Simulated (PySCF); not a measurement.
Partial charges of `CC[C@H]([SiH2]Cl)[SiH2]SC`

Compound: C₄H₁₃ClSSi₂.
Geometry (GFN2-xTB, Å), atoms numbered from 1 in this order:
```xyz
21
C4H13ClSSi2 angstrom
C     -1.6986   -1.4585    0.3651
C     -1.5797   -0.0271    0.8645
C     -0.8079    0.8922   -0.0897
Si    -1.6679    1.1225   -1.7692
Cl    -0.7640    2.6606   -2.7109
Si     1.0133    0.3954   -0.3156
S      1.7495   -0.2415    1.5966
C      3.4798   -0.5391    1.1364
H     -0.7120   -1.8964    0.2304
H     -2.2284   -1.4940   -0.5840
H     -2.2427   -2.0626    1.0876
H     -1.0720   -0.0353    1.8329
H     -2.5828    0.3792    1.0207
H     -0.7857    1.8818    0.3839
H     -3.0775    1.4639   -1.5884
H     -1.5272   -0.0354   -2.6480
H      1.8382    1.5258   -0.7408
H      1.2128   -0.7167   -1.2495
H      4.0019   -0.8311    2.0410
H      3.9123    0.3710    0.7336
H      3.5295   -1.3376    0.4029
```

Density: PBE0/pcSseg-1 (PySCF); schemes: Mulliken, IAO, Hirshfeld and ESP-fitted. One conformer (not necessarily the lowest) at the GFN2-xTB geometry, without solvent, vibrations or thermal averaging.

Task: Give the atomic charges in each scheme.

Result: In e:

| atom | environment | Mulliken | IAO | Hirshfeld | ESP-fitted |
| --- | --- | --- | --- | --- | --- |
| C1 | methyl carbon | -0.291 | -0.415 | -0.117 | -0.370 |
| C2 | chain CH2 carbon | -0.232 | -0.237 | -0.066 | +0.175 |
| C3 | sp3 carbon bound to silicon | -0.824 | -0.653 | -0.193 | -0.421 |
| Si4 | chlorine-bound silicon | +0.673 | +0.790 | +0.339 | +0.318 |
| Cl5 | silicon-bound chlorine | -0.327 | -0.314 | -0.118 | -0.184 |
| Si6 | SiH2 silicon | +0.574 | +0.665 | +0.295 | +0.214 |
| S7 | sulfur bonded to C and Si | -0.330 | -0.190 | -0.095 | -0.221 |
| C8 | S-methyl carbon | -0.388 | -0.497 | -0.115 | -0.436 |
| H9 | methyl hydrogen | +0.141 | +0.142 | +0.034 | +0.098 |
| H10 | methyl hydrogen | +0.117 | +0.130 | +0.037 | +0.116 |
| H11 | methyl hydrogen | +0.125 | +0.148 | +0.047 | +0.104 |
| H12 | methylene hydrogen | +0.151 | +0.141 | +0.033 | +0.013 |
| H13 | methylene hydrogen | +0.126 | +0.133 | +0.038 | +0.018 |
| H14 | methine hydrogen | +0.191 | +0.165 | +0.043 | +0.174 |
| H15 | Si–H hydrogen | -0.054 | -0.121 | -0.073 | -0.040 |
| H16 | Si–H hydrogen | -0.043 | -0.125 | -0.074 | -0.043 |
| H17 | Si–H hydrogen | -0.036 | -0.116 | -0.080 | -0.021 |
| H18 | Si–H hydrogen | -0.044 | -0.131 | -0.081 | -0.019 |
| H19 | methyl hydrogen | +0.162 | +0.172 | +0.054 | +0.205 |
| H20 | methyl hydrogen | +0.154 | +0.156 | +0.046 | +0.158 |
| H21 | methyl hydrogen | +0.154 | +0.156 | +0.046 | +0.163 |

Mean size of the charges over all atoms: IAO 0.267 e, Mulliken 0.244 e, ESP-fitted 0.167 e, Hirshfeld 0.096 e. Each set sums to the total charge, 0, to within 0.001 e. The IAO scheme counts the electrons in orthogonalised intrinsic atomic orbitals, a minimal basis polarised so that it spans the occupied orbitals exactly.

Lowest charge. The schemes don't all agree: Mulliken C3 (-0.824); IAO C3 (-0.653); Hirshfeld C3 (-0.193); ESP-fitted C8 (-0.436).

Highest charge. All schemes agree: Mulliken Si4 (+0.673); IAO Si4 (+0.790); Hirshfeld Si4 (+0.339); ESP-fitted Si4 (+0.318).

Task: How many electrons does the Hirshfeld scheme count on C2?

Result: Z − q = 6 − (-0.066) = 6.066.

Task: How closely do the schemes follow one another over all atoms?

Result: Correlation coefficient and root-mean-square difference: Mulliken with IAO 0.97, 0.077 e; IAO with Hirshfeld 0.97, 0.216 e; Mulliken with Hirshfeld 0.93, 0.210 e; IAO with ESP-fitted 0.86, 0.188 e; Mulliken with ESP-fitted 0.86, 0.177 e; Hirshfeld with ESP-fitted 0.78, 0.137 e.
